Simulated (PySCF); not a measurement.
A structure optimised at ωB97X-D3(BJ)/def2-SVP, used in a PySCF frequency run:

```
C
H 1 1.1012
H 1 1.1034 2 107.11
C 1 1.5091 2 111.85 3 -122.29
C 4 1.3354 1 124.55 2 162.57
H 5 1.0939 4 121.26 1 178.19
H 5 1.0957 6 117.28 4 179.96
H 4 1.0972 5 118.81 6 1.26
Si 1 1.8600 2 109.63 3 115.64
F 9 1.6313 1 108.15 2 -169.09
O 9 1.6554 10 109.05 1 -117.25
H 11 0.9624 9 118.29 10 -63.46
H 9 1.4852 10 105.81 11 -120.32
```

Write its SMILES and formula.

C=CC[Si@H](O)F, C₃H₇FOSi

What are its rotational constants (standard atomic weights)?

5.3798, 1.8191, 1.4759 GHz
